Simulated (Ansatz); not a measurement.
Ideal-gas functions of CH3F2GaS, SMILES `C[S][Ga]([F])[F]` at 800 K and 1 bar, from an Ansatz frequency run at PBE0-D4/def2-TZVP.

Molar mass 154.82 g/mol, point group C1 (symmetry number 1), electronic degeneracy 1, moments of inertia 106.786, 271.006, 374.586 u Å². Harmonic wavenumbers (cm⁻¹, unscaled): 22, 83, 93, 178, 186, 213, 430, 684, 711, 717, 975, 989, 1356, 1468, 1471, 3081, 3173, 3185.

Use S(trans) = R[1.5 ln M + 2.5 ln T − 1.1517]; rotational temperatures θ = 24.2544 K / I; S(rot) = R[ln(√π/σ · √(T³/θAθBθC)) + 1.5]; for each mode x = 1.438777 ν̃/T, S = R[x/(eˣ − 1) − ln(1 − e⁻ˣ)] and H = RT x/(eˣ − 1); 1 cm⁻¹ = 0.0119627 kJ/mol; R = 8.31446 J/(mol·K).

**Question.** By hand: the entropy, in J/(mol·K).

**Answer.** Translation 192.3. Rotation: θ = 0.2271, 0.0895, 0.0647 K, giving 128.2. Vibration, mode by mode: 35.17, 24.14, 23.19, 17.82, 17.46, 16.34, 10.66, 7.10, 6.81, 6.75, 4.63, 4.54, 2.70, 2.30, 2.29, 0.21, 0.19, 0.18, in all 182.5. Electronic 0.0. Sum 503.0 J/(mol·K).

**Question.** By hand: H − E and G − E in kJ/mol, counted from the electronic energy.

**Answer.** Zero-point energy ½ × 19015 × 0.0119627 = 113.7; thermal vibration 59.3; translation, rotation and pV give 4 RT = 26.6. H − E = 199.6 kJ/mol, and G − E = 199.6 − 800 × 503.0/1000 = -202.8 kJ/mol.

Vibration gives 36 % of the entropy, 82.5 J/(mol·K) of it from the modes under 150 cm⁻¹: soft modes count most, and the harmonic formula is weakest for them. The sum counts one conformer and one mirror image; others add a mixing term.
